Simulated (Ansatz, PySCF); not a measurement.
Gas-phase reaction in SMILES: CCCCl [1-chloropropane] → CC[CH]Cl + H atom (the C-H bond at the site shown breaks; other sites are not compared here)
Geometries: B3LYP-D3(BJ)/def2-TZVP minima from Ansatz (a program for electronic structure), one conformer each, not searched for the lowest.
Geometry of the first species:
SMILES: CCCCl
```xyz
11

C      0.8999    -0.6398     0.0082
C      2.3773    -0.2490     0.0173
C      0.0078     0.5856    -0.0017
H      0.6640    -1.2462     0.8852
H      0.6762    -1.2516    -0.8683
H      3.0115    -1.1363     0.0244
Cl    -1.7445     0.1396    -0.0126
H      2.6384     0.3393    -0.8652
H      2.6261     0.3447     0.8998
H      0.1587     1.2011     0.8831
H      0.1710     1.1957    -0.8881
```

Quantity: bond dissociation energy (enthalpy at 298 K, with B3LYP-D3(BJ) rigid-rotor harmonic-oscillator terms from PySCF), in eV. Cores are frozen in the correlated levels unless marked. Open shells are spin-unrestricted. No spin-orbit coupling. No relativistic terms. Basis-set limits of correlation are two-point, X^-3; Hartree-Fock from the larger set. The bracket is a focal-point correction in the basis named.

| level | program | bond dissociation energy (eV) |
|---|---|---|
| HF-D4/def2-TZVPD | PySCF + dftd4 | 3.24 |
| PBE0-D4/def2-TZVPD | Ansatz + dftd4 | 4.01 |
| BHLYP-D3(BJ)/def2-TZVPD | Ansatz + dftd3 | 4.09 |
| TPSSh-D3(BJ)/def2-TZVPD | PySCF + dftd3 | 4.11 |
| TPSSh/def2-TZVPD | PySCF | 4.09 |
| B2GP-PLYP-D4/def2-TZVPD | Ansatz + dftd4 | [?] |
| RI-MP2/CBS(cc-pV(T+d)Z,cc-pV(Q+d)Z)+[CCSD(T)-MP2]/cc-pV(D+d)Z | Ansatz | [?] |

### Question
What belongs in the gaps?

### Answer

- B2GP-PLYP-D4/def2-TZVPD, bond dissociation energy (eV): 4.12
- RI-MP2/CBS(cc-pV(T+d)Z,cc-pV(Q+d)Z)+[CCSD(T)-MP2]/cc-pV(D+d)Z, bond dissociation energy (eV): 4.29
